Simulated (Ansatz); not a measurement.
CH$_{5}$BrClNSi, singlet, at a GFN2-xTB geometry, atoms displaced at random by about 0.08 Å a coordinate; Ansatz (a program for electronic structure) with R2SCAN/STO-3G, gradient.

Input for Ansatz:
Ansatz 0.2 input:
```yaml
crystal:
  periodic: [false, false, false]
  atoms:
    - {symbol: C, position_ang: [1.96024324, -1.30059772, 0.45737168]}
    - {symbol: Si, position_ang: [0.14469609, -0.50452579, -0.32933349]}
    - {symbol: N, position_ang: [-1.02023605, -1.51806299, -0.86847471]}
    - {symbol: Cl, position_ang: [0.83924070, 0.71692841, -1.98213621]}
    - {symbol: Br, position_ang: [-0.75748201, 0.64261549, 1.32968212]}
    - {symbol: H, position_ang: [1.52794348, -1.85526862, 1.07735516]}
    - {symbol: H, position_ang: [2.20654701, -1.73221456, -0.46649858]}
    - {symbol: H, position_ang: [2.39999256, -0.39412079, 0.70293823]}
    - {symbol: H, position_ang: [-1.70438768, -2.04175301, -0.26921557]}
    - {symbol: H, position_ang: [-1.06834448, -1.96356075, -1.81969295]}
basis:
  gaussian:
    orbitals: STO-3G
hamiltonian:
  xc: r2scan
output: {forces: true}
```

Output, abridged:

```
Functional definition: r2SCAN
579 factors; integrals over basis functions are off by at most 3.7e-5 eV
mean field evaluation 1: about -92026.9984 eV, gradient 3.2e1 eV
mean field evaluation 2: about -92025.2131 eV, gradient 3.9e1 eV
mean field evaluation 4: about -92030.8105 eV, gradient 1.7e0 eV
mean field evaluation 8: about -92030.7759 eV, gradient 9.2e-2 eV
mean field -92030.77588297 eV, -3382.0686329986 hartree, gradient 3.6e-5 eV, S^2 0.000000; 0 other end points of the search recorded, 0 dependent functions left out
the calculation of the forces begins
reference -92030.77588889 eV, -3382.0686332162 hartree; 42, 42 occupied and 9, 9 virtual orbitals, 579 factors
Total energy: -92030.77588889 eV, -3382.0686332162 hartree
Atom 0 at     1.960243    -1.300598     0.457372 Å, force    -2.344862     6.237832    -8.257976 eV/Å
Atom 1 at     0.144696    -0.504526    -0.329333 Å, force     4.231574     1.175676     1.526259 eV/Å
Atom 2 at    -1.020236    -1.518063    -0.868475 Å, force    -2.687604    -3.009069    -1.757815 eV/Å
Atom 3 at     0.839241     0.716928    -1.982136 Å, force    -0.475260    -0.514546     0.541078 eV/Å
Atom 4 at    -0.757482     0.642615     1.329682 Å, force    -0.159208     0.274895     0.180181 eV/Å
Atom 5 at     1.527943    -1.855269     1.077355 Å, force    -3.143206    -5.984329     7.139423 eV/Å
Atom 6 at     2.206547    -1.732215    -0.466499 Å, force     1.695857    -1.162375    -1.073069 eV/Å
Atom 7 at     2.399993    -0.394121     0.702938 Å, force     1.800813     1.483636     1.095054 eV/Å
Atom 8 at    -1.704388    -2.041753    -0.269216 Å, force     0.635897     0.813465    -0.061578 eV/Å
Atom 9 at    -1.068344    -1.963561    -1.819693 Å, force     0.445999     0.684814     0.668444 eV/Å
Dipole moment:    -0.242082    -0.758835     0.070578 e Å
```
